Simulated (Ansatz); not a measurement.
The molecule SnP, multiplicity 4 (an upper state: multiplicity 2 came lower at CCSD(T)/def2-TZVPP on PBE0 minima). No spin–orbit coupling.

The constants come from a fifth-degree fit in 1/R (seven points, main isotopes). Runs in def2 and cc sets follow the lowest solution found near the PBE0 minimum.

Correlated levels freeze the inner cores; with def2 sets outer-core shells near the valence are correlated too.

Programs: Ansatz (Gaussian basis) for Hartree–Fock, density functionals and correlated methods. Each number belongs to the level named beside it. In def2 rows elements past Kr take small-core potentials, without spin–orbit coupling.

Q: What bond length and harmonic frequency does PBE/def2-TZVPP give?

A: r_e = 2.653 Å, ω_e = 270 cm⁻¹.

Q: What bond length and harmonic frequency does CCSD/def2-TZVPP give?

A: r_e = 2.621 Å, ω_e = 282 cm⁻¹.

Q: What bond length and harmonic frequency does CCSD(T)/def2-TZVPP give?

A: r_e = 2.630 Å, ω_e = 276 cm⁻¹.

Ansatz is a program for electronic structure.
